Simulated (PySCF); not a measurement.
The PySCF input:
```python
from pyscf import gto, scf, dft

mol = gto.Mole()
mol.atom = '''
    Si   -0.00166170    0.08538378    0.00495698
    H    -1.25761844   -0.62511866    0.01233517
    H     1.28088231   -0.57025423   -0.08173290
'''
mol.basis = 'sto-3g'
mol.spin = 2
mol.verbose = 4
mol.build()

mf = dft.UKS(mol)
mf.xc = 'blyp'
mf = mf.density_fit(auxbasis='def2-universal-jkfit')
mf.kernel()
mf.analyze()
```

Problem. Predict the <S^2> from PySCF with DF-BLYP/STO-3G.

Solution. 2.001

Problem. Give the dipole moment at the level DF-BLYP/STO-3G.

Solution. 0.43 D

Problem. Estimate the number of basis functions that DF-BLYP/STO-3G returns for this input.

Solution. 11

Problem. What total energy does DF-BLYP/STO-3G give?

Solution. -287.1274 Eh

Problem. Predict the HOMO energy from DF-BLYP/STO-3G.

Solution. -0.10 eV

These values belong to the state on which the SCF converged, which isn't shown to be the lowest.
